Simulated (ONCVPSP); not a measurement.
u(r) = r·R(r): atom against pseudo-atom (ruthenium)

Columns: radius, all-electron u(r) and pseudo u(r) of the 4p shell (level -46.82 eV) of ruthenium in the configuration [Ar] 3d10 4s2 4p6 4d7 5s0.75 5p0.25; PBEsol, scalar-relativistic, ONCV scheme, ONCVPSP 4.0.1.

| r (bohr) | all-electron | pseudo |
| --- | --- | --- |
| 0.103 | 0.2969 | 0.0307 |
| 0.205 | -0.3394 | 0.1177 |
| 0.308 | -0.5673 | 0.2508 |
| 0.410 | -0.3200 | 0.4107 |
| 0.513 | 0.1052 | 0.5808 |
| 0.615 | 0.5029 | 0.7387 |
| 0.718 | 0.8008 | 0.8711 |
| 0.820 | 0.9802 | 0.9642 |
| 0.923 | 1.0612 | 1.0144 |
| 1.025 | 1.0671 | 1.0211 |
| 1.128 | 1.0229 | 0.9898 |
| 1.230 | 0.9492 | 0.9300 |
| 1.332 | 0.8606 | 0.8513 |
| 1.435 | 0.7660 | 0.7624 |
| 1.538 | 0.6728 | 0.6717 |
| 1.640 | 0.5858 | 0.5855 |
| 1.743 | 0.5053 | 0.5052 |
| 1.845 | 0.4338 | 0.4337 |
| 1.948 | 0.3700 | 0.3699 |
| 2.050 | 0.3148 | 0.3148 |
| 2.153 | 0.2665 | 0.2665 |
| 2.255 | 0.2254 | 0.2254 |
| 2.358 | 0.1899 | 0.1899 |
| 2.460 | 0.1599 | 0.1599 |
| 2.562 | 0.1345 | 0.1344 |
| 2.665 | 0.1127 | 0.1127 |

Q: How many radial nodes do the two functions have?

A: The all-electron 4p function has n − l − 1 = 2; the pseudo-wave has 0, since the states of the same l below it are removed with the core.

Q: At about which radius was the pseudo-wave matched?

A: 1.80 bohr. The columns agree to 0.0005 from 1.64 bohr on; several derivatives are matched, so the curves merge somewhat inside the radius.

Q: Where does each function peak?

A: Outermost all-electron maximum near 1.02 bohr, pseudo maximum near 1.02 bohr (to the table’s step).

Q: Is the pseudo-wave norm-conserving?

A: Yes: the ONCV scheme keeps the norm inside the radius equal to the all-electron one, which fixes the energy derivative of the logarithmic derivative at the level.
